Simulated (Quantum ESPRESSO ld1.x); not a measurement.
The numbers below are computed, except where a source is named.
Problem. The aim is the tungsten ion W+ in [Xe] 4f14 5d4 6s1. This ld1.x (Quantum ESPRESSO 7.5) run was made with `OMP_NUM_THREADS=1 ld1.x < ld1.in > ld1.out`. Can the result be used? Name any fault.

```
 &input
    zed=74.0,
    iswitch=1,
    rel=3,
    dft='PBE',
    config='[Xe] 4f14 5d4 6s1',
    lsmall=.true.,
    prefix='ld1',
    max_out_wfc=37,
    file_charge='ld1.rho',
 /
```

Output (excerpt):

```
     Program LD1 v.7.5 starts

 %%%%%%%%%%%%%%%%%%%%%%%%%%%%%%%%%%%%%%%%%%%%%%%%%%%%%%%%%%%%%%%%%%%%%%%%%%%%%%
     Error in routine ld1_readin (1):
     wrong rel
 %%%%%%%%%%%%%%%%%%%%%%%%%%%%%%%%%%%%%%%%%%%%%%%%%%%%%%%%%%%%%%%%%%%%%%%%%%%%%%

     stopping ...
```

Solution. No (refused). The line at issue: rel=3. The program stops in ld1_readin with "wrong rel": rel takes 0, 1 or 2. The sound input gives -16165.62 hartree.
